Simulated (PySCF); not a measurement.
Compound: CH₈B₂N₂.
SMILES: `BN(C)BN`

Torsions of this conformer, `[BH2:1][N:2]([CH3:3])[BH:4][NH2:5]`: B1–N2–B4–N5 180°, H–N5–B4–N2 0°, H–N5–B4–N2 180°.

The closed-shell ground state was solved at several levels (PySCF, density fitting, gas phase, non-relativistic). Geometry: PBE0-D3(BJ)/def2-SVP, one conformer, isolated molecule.

```csv
level,basis functions,total energy (Eh),HOMO (eV),LUMO (eV),gap (eV),dipole (D)
B3LYP/6-31G*,86,-202.2265,-7.12,0.16,7.28,3.26
PBE0/cc-pVTZ,262,-202.0389,-7.67,-0.13,7.54,3.09
BP86/pcSseg-2,292,-202.2945,-6.58,-1.25,5.33,3.15
PBE0/pcSseg-0,61,-201.5240,-7.64,0.12,7.76,3.54
B97-D/pcSseg-2,292,-202.1550,-6.43,-1.02,5.41,3.07
B3LYP/pcJ-0,89,-201.9221,-7.35,-0.11,7.24,3.44
B3LYP/pcSseg-2,292,-202.3229,-7.49,-0.46,7.03,2.98
PBE0/6-31G,61,-201.9128,-7.40,0.30,7.70,3.35
PBE0/IGLO-III,255,-202.0495,-7.70,-0.26,7.44,2.97
wB97X-D/pcSseg-2,292,-202.2391,-9.57,1.57,11.14,2.93
KT3/pcSseg-2,292,-205.5202,-6.51,-1.11,5.40,3.00
PBE0/6-31G*,86,-201.9587,-7.41,0.32,7.73,3.27
```

(1) Estimate the row for PBE/pcSseg-2, a basis of 292 functions; the other rows only guide the guess.

(2) Over all these levels, which gives the widest orbital gap and which the narrowest?

(3) How much does the basis alone move the frontier levels among the 5 PBE0 rows?

(4) How far do the dipole and the HOMO energy spread over the levels?

## Answers

(1) Total energy -202.0177 Eh, HOMO -6.49 eV, LUMO -1.20 eV, gap 5.29 eV, dipole 3.17 D.

(2) wB97X-D/pcSseg-2 (range-separated hybrid) has the widest, 11.14 eV, and PBE/pcSseg-2 (GGA) the narrowest, 5.29 eV. The two share the basis. From the narrowest to the widest the HOMO moves by -3.08 eV and the LUMO by +2.77 eV.

(3) The HOMO by 0.30 eV and the LUMO by 0.58 eV. By rising basis size (HOMO, LUMO in eV): pcSseg-0 -7.64, 0.12; 6-31G -7.40, 0.30; 6-31G* -7.41, 0.32; IGLO-III -7.70, -0.26; cc-pVTZ -7.67, -0.13.

(4) The dipole runs from 2.93 to 3.54 D (mean 3.17 D) and the HOMO from -9.57 to -6.43 eV.

The pairwise dispersion term of B97-D and wB97X-D wasn't added to the energies; at a given geometry it leaves orbitals and properties as they are.
